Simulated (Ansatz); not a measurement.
CH8B3NS, relaxed with RKS PBE0-D4/def2-TZVP in Ansatz 0.2.0 from a PBE-D4/def2-SVP geometry. The force threshold is 0.005 eV/Å; the program also tests the step.

The species carries charge 0 and has multiplicity 1. The bonds changed during the relaxation, so this is another structure than the one it started from.

Start:

```xyz
14

B     0.847   -0.964   -1.253
C     0.798   -0.400    0.182
N     1.570   -0.083    1.182
B    -0.701   -0.378   -0.182
B    -1.244    1.229   -0.290
S    -2.170    2.004    1.037
H     1.084   -2.159   -1.350
H    -0.527   -0.869   -1.452
H     1.258   -0.215   -2.128
H     1.195    0.303    2.058
H     2.591   -0.188    1.136
H    -1.396   -1.214    0.385
H    -0.970    2.016   -1.179
H    -2.337    0.918    1.853
```

Q: How much energy does the relaxation release, and in how many steps? (An estimate is asked.)

A: Computed: 0.06 eV, in 9 steps.

Q: Which bonds change most? (Best estimate.)

A: Ansatz gave: S6–H14 from 1.368 to 1.346 Å; B5–H13 from 1.219 to 1.198 Å; B4–H12 from 1.226 to 1.205 Å; B1–H7 from 1.222 to 1.201 Å.

Q: Give the relaxed structure. (Estimate.)

A: Ansatz gave: 
```xyz
14

B     0.839   -0.944   -1.240
C     0.813   -0.397    0.192
N     1.595   -0.114    1.174
B    -0.680   -0.355   -0.156
B    -1.253    1.224   -0.294
S    -2.218    1.995    0.987
H     1.059   -2.120   -1.346
H    -0.516   -0.842   -1.412
H     1.243   -0.193   -2.086
H     1.242    0.258    2.046
H     2.595   -0.244    1.111
H    -1.345   -1.190    0.403
H    -1.002    1.978   -1.191
H    -2.373    0.943    1.813
```
